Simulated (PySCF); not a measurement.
# EPR parameters of C2H7F3NSi2

C2H7F3NSi2 (doublet state).
Cartesian coordinates in Å at the GFN2-xTB level; atoms count from 1:
```
atom  x, y, z in Å
C1    -0.8897   -1.8287    0.3347
Si2   -0.5251   -0.2144   -0.4711
N3     0.8853    0.5627    0.1306
Si4    2.5531    0.1151   -0.0995
C5    -1.9736    0.9698    0.0725
F6    -2.0250    1.1840    1.4040
F7    -3.1822    0.4829   -0.2721
F8    -1.8935    2.1948   -0.4896
H9    -1.8843   -2.2346    0.4067
H10   -0.1157   -2.4380    0.7671
H11   -0.6005   -0.2059   -1.9366
H12    0.7462    1.4473    0.5941
H13    3.2552    0.4824    1.1288
H14    3.1124    0.8167   -1.2576
H15    2.5332   -1.3262   -0.3338
```

The hyperfine couplings belong to this conformer and change with its torsions.

As a line formula: `[CH2][Si@H](N[SiH3])C(F)(F)F` [radical].

Level of theory: PySCF 2.14.0, UKS B3LYP, pcH-1 on C F H N Si, non-relativistic, mean-field spin-orbit, GIAO. One conformer (not necessarily the lowest) at the GFN2-xTB geometry, without solvent, vibrations or thermal averaging. Couplings are sensitive to structure, and on GFN2-xTB geometries they can be far from those on DFT ones. No stability test was run, so a lower SCF solution isn't excluded.

```json
{
  "g1, g2, g3": "2.00227, 2.00284, 2.00300",
  "g_iso": "2.00270",
  "Form of g": "rhombic: the two nearest values differ by 22 % of g3 − g1",
  "⟨S²⟩": "0.7531 (exact 0.7500)",
  "α and β electrons": "41, 40",
  "HOMO–LUMO gap, α and β orbitals": "6.69, 4.44 eV",
  "Basis functions": "290"
}
```

Hyperfine couplings atom by atom, in MHz; T1 to T3 are the principal values of the dipolar part:

```json
{"atom": "C1", "isotope": "13C", "a_iso": "81.5", "of which spin–orbit": "-0.1", "T1": "-76.8", "T2": "-76.3", "T3": "153.1", "Mulliken spin population": "1.04"}
{"atom": "Si2", "isotope": "29Si", "a_iso": "49.6", "of which spin–orbit": "-0.1", "T1": "-1.7", "T2": "-0.4", "T3": "2.1", "Mulliken spin population": "-0.01"}
{"atom": "N3", "isotope": "14N", "a_iso": "1.5", "of which spin–orbit": "0.0", "T1": "-0.5", "T2": "-0.4", "T3": "1.0", "Mulliken spin population": "0.01"}
{"atom": "Si4", "isotope": "29Si", "a_iso": "0.4", "of which spin–orbit": "0.0", "T1": "-0.5", "T2": "0.2", "T3": "0.3", "Mulliken spin population": "0.00"}
{"atom": "C5", "isotope": "13C", "a_iso": "28.8", "of which spin–orbit": "0.0", "T1": "-2.4", "T2": "-1.7", "T3": "4.1", "Mulliken spin population": "0.01"}
{"atom": "F6", "isotope": "19F", "a_iso": "-2.3", "of which spin–orbit": "0.0", "T1": "-3.8", "T2": "-1.0", "T3": "4.8", "Mulliken spin population": "0.00"}
{"atom": "F7", "isotope": "19F", "a_iso": "1.3", "of which spin–orbit": "0.0", "T1": "-5.4", "T2": "-2.8", "T3": "8.2", "Mulliken spin population": "0.00"}
{"atom": "F8", "isotope": "19F", "a_iso": "3.7", "of which spin–orbit": "0.0", "T1": "-6.1", "T2": "-6.0", "T3": "12.1", "Mulliken spin population": "0.00"}
{"atom": "H9", "isotope": "1H", "a_iso": "-58.6", "of which spin–orbit": "0.0", "T1": "-37.0", "T2": "-1.0", "T3": "38.1", "Mulliken spin population": "-0.04"}
{"atom": "H10", "isotope": "1H", "a_iso": "-58.8", "of which spin–orbit": "0.0", "T1": "-37.2", "T2": "-1.0", "T3": "38.1", "Mulliken spin population": "-0.04"}
{"atom": "H11", "isotope": "1H", "a_iso": "56.3", "of which spin–orbit": "0.0", "T1": "-3.6", "T2": "-1.4", "T3": "5.0", "Mulliken spin population": "0.03"}
{"atom": "H12", "isotope": "1H", "a_iso": "-1.5", "of which spin–orbit": "0.0", "T1": "-1.8", "T2": "-1.5", "T3": "3.2", "Mulliken spin population": "0.00"}
{"atom": "H13", "isotope": "1H", "a_iso": "-0.1", "of which spin–orbit": "0.0", "T1": "-0.7", "T2": "-0.6", "T3": "1.3", "Mulliken spin population": "0.00"}
{"atom": "H14", "isotope": "1H", "a_iso": "1.6", "of which spin–orbit": "0.0", "T1": "-0.6", "T2": "-0.6", "T3": "1.2", "Mulliken spin population": "0.00"}
{"atom": "H15", "isotope": "1H", "a_iso": "1.1", "of which spin–orbit": "0.0", "T1": "-1.6", "T2": "-1.5", "T3": "3.1", "Mulliken spin population": "0.00"}
```

The largest Mulliken spin population is on C1 (+1.04). The angles at C1 add up to 360.0°, so it is planar; its axial dipolar tensor and the negative couplings of its protons fit spin in a p orbital normal to that plane.

Under fast tumbling the dipolar parts average out, and these isotropic splittings remain: 2 × 1H (H9/H10, I = 1/2, 3 lines) with 2.09 mT, 1 × 1H (H11, I = 1/2, 2 lines) with 2.01 mT, 1 × 1H (H12, I = 1/2, 2 lines) with 0.05 mT, 1 × 14N (N3, I = 1, 3 lines) with 0.05 mT, 3 × 19F (F6/F7/F8, I = 1/2, 4 lines) with 0.03 mT and 3 × 1H (H13/H14/H15, I = 1/2, 4 lines) with 0.03 mT.

Class means assume fast exchange of nuclei equivalent by connectivity; if that motion is slow, each nucleus keeps its own coupling. The three 19F nuclei of mean +0.9 MHz run from -2.3 to 3.7 MHz in the frozen geometry.

The 13C coupling of C1 (81.5 MHz) shows only in satellite lines or after enrichment, since that isotope makes up about 1.07 % of natural carbon.

The 29Si coupling of Si2 (49.6 MHz) shows only in satellite lines or after enrichment, since that isotope makes up about 4.7 % of natural silicon.

On Arm Neoverse V2, one thread, on a shared host, this took 2.0 min wall (grids of density and orbitals included) and 0.98 GiB of memory at its peak.
